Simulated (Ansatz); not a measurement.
Mulliken charges of Cl2H4OSi2 (`Cl[SiH2]O[SiH2]Cl`) from ωB97M-V/def2-TZVPP in Ansatz (PBE0-D4/def2-TZVP geometry).

```json
{"atom": "Cl1", "x (Å)": "-1.750", "y (Å)": "1.875", "z (Å)": "0.527", "charge (e)": "-0.212"}
{"atom": "Si2", "x (Å)": "-0.055", "y (Å)": "0.956", "z (Å)": "1.221", "charge (e)": "0.439"}
{"atom": "O3", "x (Å)": "0.171", "y (Å)": "-0.452", "z (Å)": "0.435", "charge (e)": "-0.387"}
{"atom": "Si4", "x (Å)": "0.148", "y (Å)": "-1.169", "z (Å)": "-1.027", "charge (e)": "0.439"}
{"atom": "Cl5", "x (Å)": "1.077", "y (Å)": "0.029", "z (Å)": "-2.404", "charge (e)": "-0.212"}
{"atom": "H6", "x (Å)": "1.082", "y (Å)": "1.867", "z (Å)": "0.980", "charge (e)": "-0.017"}
{"atom": "H7", "x (Å)": "-0.246", "y (Å)": "0.653", "z (Å)": "2.652", "charge (e)": "-0.017"}
{"atom": "H8", "x (Å)": "0.904", "y (Å)": "-2.432", "z (Å)": "-0.927", "charge (e)": "-0.017"}
{"atom": "H9", "x (Å)": "-1.244", "y (Å)": "-1.374", "z (Å)": "-1.475", "charge (e)": "-0.017"}
```

Question: By hand: the dipole of these point charges (1 e Å = 4.8032 D).

Answer: Σ q r = (0.109, -0.300, 0.294) e Å, of length 0.434 e Å = 2.08 D.

Question: How does the dipole of the full density compare? (An estimate is asked.)

Answer: The calculation gave: (0.067, -0.186, 0.182) e Å, 1.29 D; the point charges give 1.61 times that, at 0° from its direction.

Point charges leave out the atoms' own dipoles, such as those of lone pairs, and Mulliken's split depends on the basis, so the two needn't agree.
